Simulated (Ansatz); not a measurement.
Species, as SMILES: [F][Ga] (F-Ga) (closed-shell singlet).
Atoms: Ga1, F2. Bonds: Ga1-F2.

How fast the highest harmonic wavenumber converges with the basis for several methods (Ansatz, a quantum-chemistry and plane-wave program): deviation from each method's own reference, in cm⁻¹. References: CCSD(T) 625 cm⁻¹, the value in pcseg-3; HF 653 cm⁻¹, the value in pcseg-3; MP2 620 cm⁻¹, the value in pcseg-3; PBE 581 cm⁻¹, the value in pcseg-3; PBE0 615 cm⁻¹, the value in pcseg-3. Cartesian d functions, on some or all atoms, in 3-21G, 6-31G; all else is spherical. In correlated methods cores are frozen (with 3d on Ga to Br). No added dispersion term, no relativity. Each level at its own minimum, unscaled; the references are large sets that could be run, not limits.

```
basis        functions  CCSD(T)   HF  MP2  PBE  PBE0
-----------  ---------  -------  ---  ---  ---  ----
pcseg-0             31       65   62   77   66    67
3-21G               32      148  153  164  175   166
6-31G               38        8    3   20   36    26
pcseg-1             41        4  -13   12   16     5
def2-SVP            46       42   22   52   51    42
aug-pcseg-1         59      -27  -23  -23  -14   -19
6-311G**            62       15   -2   24   19    12
pcseg-2             73        4   -2    4    1     0
def2-TZVPP          79        9    0   10    5     3
aug-pcseg-2        105       -7   -4   -6   -2    -3
cc-pVQZ            123        8    3    8    7     6
def2-QZVP          132        4    1    4    3     2
```

Mean absolute deviation over 6-311G**, pcseg-2, def2-TZVPP, aug-pcseg-2: HF 2, PBE0 4, PBE 7, CCSD(T) 9, MP2 11 cm⁻¹.
